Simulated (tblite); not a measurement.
Compound: C₆H₁₅BP (charge -1).
Structure used (GFN2-xTB), in Å, numbered top down from 1:
```
atom  x, y, z in Å
C1     3.4832   -0.4175   -1.0267
C2     2.4601   -0.9036   -0.0049
C3     1.3677    0.1322    0.2591
C4     0.3595   -0.3351    1.3005
P5    -0.9600    0.9668    1.6782
B6    -2.2213    0.6534    0.4206
C7    -3.5324    1.5921    0.4054
C8    -2.2307   -0.5071   -0.7009
H9     4.2464   -1.1746   -1.2109
H10    2.9936   -0.1859   -1.9708
H11    3.9737    0.4859   -0.6680
H12    2.9700   -1.1349    0.9349
H13    1.9997   -1.8287   -0.3642
H14    1.8201    1.0641    0.6071
H15    0.8393    0.3560   -0.6708
H16    0.8811   -0.5380    2.2421
H17   -0.1168   -1.2650    0.9805
H18   -3.5448    2.2304   -0.4824
H19   -4.4541    1.0039    0.3788
H20   -3.5855    2.2481    1.2738
H21   -1.2395   -0.8174   -1.0294
H22   -2.7848   -0.1968   -1.5906
H23   -2.7295   -1.4011   -0.3163
```

Calculated harmonic vibrations of the isolated species, GFN2-xTB (tblite), most abundant isotopes, no scaling. This tight-binding method is rough: wavenumbers can miss measured ones by several per cent, in bad cases by 10 to 20. One conformer, not necessarily the lowest. The optimisation stopped once no atom felt more than 0.01 eV/Å.

Lowest wavenumbers of the output (negative numbers stand for imaginary wavenumbers):
```
mode    cm-1
  1     -52.8
  2      47.5
  3      69.5
  4      77.3
  5     112.7
  6     126.5
  7     168.6
  8     210.4
  9     232.3
 10     254.3
```

Q: Is this structure a minimum?

A: Not by this Hessian. 1 mode is imaginary beyond 20i (53i cm⁻¹), so at this level the point lies at or near a first-order saddle. The curvature is small, so loose convergence or finite differences may be the whole cause.

Q: Which atoms move in the imaginary mode?

A: 53i: H23 (methyl hydrogen) 34 %, H22 (methyl hydrogen) 28 %, H21 (methyl hydrogen) 24 %. These are shares of the mass-weighted motion.

Q: What is the remedy?

A: Step along that mode in both directions, optimise again with tighter thresholds and repeat the frequencies. The zero-point energy of this point (124.4 kcal/mol) counts the 62 real modes alone, and thermal corrections from it aren't those of a minimum.
